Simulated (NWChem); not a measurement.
System: CH₄BClOS; SMILES COB(S)Cl

```xyz
9

B     -0.1145    -0.1511     0.0000
Cl    -0.3047    -1.9223     0.0000
O     -1.2386     0.5828     0.0000
C     -1.2487     2.0109     0.0000
H     -0.7508     2.4023    -0.8938
H     -2.2940     2.3253     0.0000
H     -0.7508     2.4023     0.8938
S      1.5429     0.6303     0.0000
H      2.2624    -0.5083     0.0000
```
Atoms are numbered in this order, from 1.

Results from NWChem. Structure relaxed at the B3LYP/6-31G* (spherical d) level.

For level B3LYP/def2-SVP:

* **highest occupied level (eV)**: -7.46
* **orbital gap (eV)**: 7.61

Task: Estimate the same quantities for level LDA (Slater exchange, VWN5)/def2-SVP.

Result: 
| Item | Result |
|---|---|
| highest occupied level (eV) | -6.57 |
| orbital gap (eV) | 5.74 |
